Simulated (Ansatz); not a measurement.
Match the barriers

Saddle point of SiNH₅O₂, singlet (SiNH₅O₂ ([NH2][SiH]([OH])[OH]) → SiH₂O₂ ([OH][Si][OH]) + NH₃ (still joined by a long Si–N bond); bonds formed: N2–H3; bonds broken: Si1–H3; bonds weakened to dative contacts: Si1–N2), PBE0-D4/def2-TZVP structure:

Si1  (-0.746, -0.067, 0.045)
N2  (0.915, -0.901, -0.130)
H3  (-0.237, -1.602, 0.196)
O4  (-0.321, 0.999, 1.249)
O5  (-1.005, 0.767, -1.354)
H6  (1.656, -0.773, 0.552)
H7  (1.261, -1.183, -1.039)
H8  (-0.992, 1.159, 1.914)
H9  (-0.530, 1.601, -1.432)
(Å)

Program: Ansatz 0.2.0. Basis: def2-TZVPP, with def2-QZVPP for the basis limit. Cores are frozen in the correlated methods. Extrapolation: Hartree–Fock as exp(−7.88 √X), correlation as X^−2.97. Four methods, as single points on the PBE0-D4 structures, gave these electronic barriers from the start structure: 2.769, 3.225, 3.472, 4.231 eV.

(1) The methods were, in alphabetical order, HF, MP2, PBE0-D4, SPW92. Which gave which? (Judge from chemistry; the calculation decides.)

The T1 diagnostic stays at or below 0.015. The restricted Hartree–Fock reference is unstable towards an unrestricted one at one or more of these structures.

## Answers

(1) Computed: SPW92 2.769; PBE0-D4 3.225; MP2 3.472; HF 4.231 eV. For comparison, CCSD(T) at an estimated basis limit (MP2 extrapolated from triple and quadruple zeta, plus CCSD(T) − MP2 in triple zeta) gives 3.413 eV.

Losses and insertions of silylenes and their heavier kin drive the gas-phase chemistry of silicon and germanium vapour deposition.

Labels in which every atom is bracketed show which atoms are joined, not bond orders.

For scale, one of the runs: CCSD(T)/def2-TZVPP, 205 basis functions, launched by `ansatz run in.yaml --threads 4 --pin off --events-out ev --progress --plain --max-ram 9574MiB`. Time: 48 s of wall clock on 4 CPU threads of an Intel Xeon; the host was shared. Peak host memory: 2.8 GiB.
